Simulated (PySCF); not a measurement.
C₄H₇O₂, SMILES C1O[CH]COC1, multiplicity 2.

Geometry: B3LYP-D3(BJ)/def2-SVP. The isomer is the one that the SMILES or the coordinates give; other isomers of the formula were not compared. One conformer was computed; it need not be the lowest.

These are PBE/def2-TZVP in PySCF values and carry that method's errors.

```yaml
total_energy: -306.75214 hartree
"α spin, highest occupied and lowest empty level": -3.75 and 0.66 eV
"β spin, highest occupied and lowest empty level": -5.86 and -2.04 eV
dipole_moment: 0.91 D
quadrupole, principal values (traceless, Buckingham form, about the centre of nuclear charge): -7.05, -1.46, 8.51 D·Å
mean_static_polarisability: 57.0 bohr³ (8.44 Å³)
polarisability_principal_values: 48.5, 55.9, 66.6 bohr³
"⟨S²⟩": 0.753 (pure state 0.75)
```
